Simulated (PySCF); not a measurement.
CH₆OSi₂, SMILES O=C[SiH2][SiH3], singlet, B3LYP/def2-SVP optimised geometry.

```
10

O      1.45    -1.87     0.00
C      0.24    -1.87     0.00
Si    -0.78    -0.21     0.00
Si     0.81     1.53     0.02
H     -0.32    -2.85     0.00
H     -1.67    -0.21     1.20
H     -1.65    -0.20    -1.21
H      1.66     1.43     1.24
H      1.67     1.43    -1.20
H      0.12     2.85     0.02
```

Density from B3LYP/def2-TZVP run with PySCF at that geometry.

Minimum of the electron density along straight lines between bonded atoms, close to the bond critical point (lines longer than 1.1 times the sum of covalent radii, or with two minima, are not listed):

```
bond     length / Å  ρ at the minimum / e bohr⁻³  ∇²ρ there / e bohr⁻⁵  position (fraction from the first atom)
-------  ----------  ---------------------------  --------------------  ---------------------------------------
O1–C2         1.210                        0.418                 -0.05                                     0.67
C2–Si3        1.946                        0.112                  0.11                                     0.62
Si3–Si4       2.354                        0.094                 -0.17                                     0.53
C2–H5         1.128                        0.267                 -0.90                                     0.65
Si3–H6        1.496                        0.118                  0.15                                     0.49
Si3–H7        1.496                        0.118                  0.15                                     0.49
Si4–H8        1.491                        0.120                  0.14                                     0.49
Si4–H9        1.490                        0.120                  0.14                                     0.49
Si4–H10       1.493                        0.118                  0.15                                     0.49
```
